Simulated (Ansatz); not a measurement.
Reaction (cleavage of the Si–Si bond): `O[SiH](O)[Si](F)(Cl)Cl` + `N[Si](F)(F)F` → `O[SiH](O)N[Si](F)(F)F` + `F[SiH](Cl)Cl`

Isolated molecules relaxed with PBE0-D4/def2-TZVP in Ansatz; ΔE leaves out vibrations. CBS: MP2 limit from def2 TZ/QZ plus the TZ coupled-cluster correction, frozen cores. This one scheme is used for every species. Functionals use def2-TZVPP. Each species was taken in one conformer, which may not be the lowest.

`O[SiH](O)[Si](F)(Cl)Cl`:

```xyz
10

O     1.637    0.283   -1.092
Si    0.166    0.632   -0.454
O     0.326    1.749    0.723
Si   -0.738   -1.220    0.663
F    -0.831   -2.450   -0.346
Cl    0.405   -1.820    2.236
Cl   -2.635   -0.852    1.317
H     1.681    0.011   -2.010
H    -0.743    1.072   -1.551
H     0.733    2.593    0.515
```

`N[Si](F)(F)F`:

Z-matrix (Å, degrees):
```
Si
F 1 1.578
F 1 1.574 2 105.7
N 1 1.672 2 115.9 3 -121.6
F 1 1.574 2 105.8 3 116.9
H 4 1.005 1 122.2 2 79.8
H 4 1.005 1 122.2 2 -80.3
```

`O[SiH](O)N[Si](F)(F)F`:

Z-matrix (Å, degrees):
```
Si
O 1 1.636
N 1 1.724 2 103.8
O 1 1.631 2 116.2 3 118.5
H 1 1.476 2 110.1 3 -123.0
H 2 0.958 1 117.7 3 163.2
Si 3 1.680 1 128.1 2 140.1
H 3 1.011 1 116.0 2 -35.2
H 4 0.960 1 118.9 2 -64.1
F 7 1.574 3 113.8 1 67.7
F 7 1.580 3 111.8 1 -51.7
F 7 1.575 3 109.5 1 -171.6
```

`F[SiH](Cl)Cl`:

```xyz
5

F     0.170   -1.119   -1.159
Si   -0.102   -0.041   -0.034
Cl    0.647    1.733   -0.656
Cl    0.832   -0.638    1.659
H    -1.548    0.065    0.190
```

```csv
level,ΔE (kJ/mol),difference from CCSD(T)/CBS
PBE-D4,-80.4,23.6
r2SCAN-D4,-99.6,4.4
ωB97X-V,-99.6,4.4
ωB97M-V,-107.0,-3.0
B2PLYP,-103.6,0.4
r2SCAN,-99.8,4.2
PBE0,-89.8,14.2
HF/def2-TZVPP,-116.3,-12.3
MP2/def2-TZVPP,-112.1,-8.1
SCS-MP2/def2-TZVPP,-112.2,-8.2
CCSD/def2-TZVPP,-109.1,-5.1
HF/def2-QZVPP,-117.5,-13.5
SCS-MP2/def2-QZVPP,-110.7,-6.7
HF/CBS(def2),-117.7,-13.7
MP2/CBS(def2),-108.6,-4.6
CCSD/CBS(def2),-105.6,-1.6
CCSD(T)/CBS,-104.0,0
```

Largest T1 diagnostic among the species: 0.012.

In def2-TZVPP, CCSD(T) changes the Hartree–Fock value by +8.8 kJ/mol (the triples alone add +1.6 kJ/mol) and MP2 by +4.2 kJ/mol. From PBE to PBE0 (25 % exact exchange), in def2-TZVPP and without D4, ΔE moves by −9.1 kJ/mol.
